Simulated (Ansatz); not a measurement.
Geometry optimisation, RKS B3LYP-D4/def2-SVP in Ansatz 0.2.0.

Input file:

```yaml
crystal:
  periodic: [false, false, false]
  atoms:
    - { symbol: "N", position_ang: [-1.1178, 1.6388, -1.6002] }
    - { symbol: Al, position_ang: [-0.3373, 0.2748, -0.6235] }
    - { symbol: "N", position_ang: [-0.1517, -1.621, -0.6812] }
    - { symbol: C, position_ang: [0.6882, -1.883, 0.3946] }
    - { symbol: Si, position_ang: [0.8078, -0.1461, 1.0225] }
    - { symbol: H, position_ang: [-0.9963, 2.5822, -1.0817] }
    - { symbol: H, position_ang: [-2.1678, 1.5063, -1.5782] }
    - { symbol: H, position_ang: [1.0375, -2.8061, 0.7961] }
    - { symbol: H, position_ang: [0.12, 0.0743, 2.3659] }
    - { symbol: H, position_ang: [2.2004, 0.3286, 0.9887] }
basis:
  gaussian: { orbitals: def2-SVP }
hamiltonian:
  xc: b3lyp
  dispersion: d4
relax:
  f_tol: 0.015
  max_steps: 40
```

Launched with:

```bash
$ ansatz run input.yaml --threads 2 --pin off --max-ram 3072MiB --backend cpu --events-out ev --progress --plain --runs-dir out
```

Problem. Where does it end, and by what steps?

Solution. The forces met the threshold. After 9 steps the energy has fallen by 2.365 eV; H7 moved furthest, 0.75 Å.

| step | energy less start (eV) | largest force component (eV/Å) | accepted |
| --- | --- | --- | --- |
| 0 | 0.0000 | 5.844 | yes |
| 1 | -1.6679 | 2.701 | yes |
| 2 | -1.9667 | 1.668 | yes |
| 3 | -2.1799 | 0.918 | yes |
| 4 | -2.2779 | 1.027 | yes |
| 5 | -2.3473 | 0.355 | yes |
| 6 | -2.3599 | 0.250 | yes |
| 7 | -2.3642 | 0.051 | yes |
| 8 | -2.3645 | 0.018 | yes |
| 9 | -2.3645 | 0.011 | yes |

```xyz
10
Properties=species:S:1:pos:R:3
N -1.366 1.565 -1.475
Al -0.436 0.424 -0.497
N -0.300 -1.433 -0.677
C 0.493 -1.675 0.308
Si 1.055 -0.104 1.334
H -1.407 2.570 -1.331
H -1.944 1.305 -2.270
H 0.812 -2.721 0.524
H 0.642 -0.129 2.774
H 2.533 0.147 1.313
```

Time of the run: 34 s on 2 threads of Arm Neoverse V1, on a shared host, peak memory 0.22 GiB.
